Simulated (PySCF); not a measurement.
C7H11F.
Numbering: `[CH2:1]=[C:2]1[CH2:3][CH2:4][CH2:5][C@H:6]([F:7])[CH2:8]1`

Geometry (GFN2-xTB, Å), atoms numbered from 1 in this order:
```
atom  x, y, z in Å
C1     2.1410   -0.9456    0.6527
C2     1.0982   -0.4647   -0.0022
C3    -0.0310   -1.3202   -0.4979
C4    -1.3551   -0.8303    0.0949
C5    -1.5757    0.6427   -0.2321
C6    -0.4137    1.4696    0.3029
F7    -0.6086    2.8017   -0.0233
C8     0.9160    0.9986   -0.2842
H9     2.9329   -0.3091    1.0092
H10    2.2521   -1.9987    0.8486
H11   -0.0830   -1.2528   -1.5882
H12    0.1368   -2.3639   -0.2303
H13   -1.3334   -0.9637    1.1789
H14   -2.1810   -1.4231   -0.3015
H15   -1.6377    0.7824   -1.3138
H16   -2.5089    0.9985    0.2084
H17   -0.3830    1.4334    1.4001
H18    1.7342    1.5856    0.1348
H19    0.8901    1.1688   -1.3645
```

NICS = −σ at a ghost point: NICS(0) at the centroid of the ring atoms, NICS(1) 1 Å to either side along the normal of their mean plane, zz for the tensor component along that normal. Level: GIAO PBE0/pcSseg-1 (PySCF, non-relativistic, gas phase) on the GFN2-xTB geometry, one conformer.

Ring bond lengths (Å), with Mayer bond orders in brackets: C2–C3 1.501 (1.01), C3–C4 1.531 (1.01), C4–C5 1.525 (1.03), C5–C6 1.523 (1.02), C6–C8 1.528 (1.00), C8–C2 1.501 (1.00).

Problem. What do the NICS probes read (ppm)?

Solution. 
```csv
ring,type,NICS(0),"NICS(1), two faces","NICS(1)zz, two faces",rms pucker (Å),"centre to ring atoms, mean (Å)"
C2–C3–C4–C5–C6–C8,6-membered carbocycle; formal bonds all single,-3.5,-1.6 / -4.6,3.7 / -0.3,0.24,1.46
```

Problem. What do they say, and how far can they be read as aromaticity?

Solution. 
- C2–C3–C4–C5–C6–C8: mean NICS(1)zz 1.7 ppm, near zero. C3, C4, C5, C6, C8 have four or more neighbours, and the NICS criterion for π rings isn't applied. The two faces differ by 4.0 ppm, so no symmetry operation interchanges them.

Problem. Give the inner angles of the rings and the Hirshfeld charges of the ring atoms.

Solution. 
- C2–C3–C4–C5–C6–C8: C2 113.7° (+0.015 e), C3 109.9° (-0.070 e), C4 110.6° (-0.064 e), C5 109.8° (-0.080 e), C6 111.2° (+0.066 e), C8 109.5° (-0.081 e); sum 664.7° against 720° for a flat convex ring.
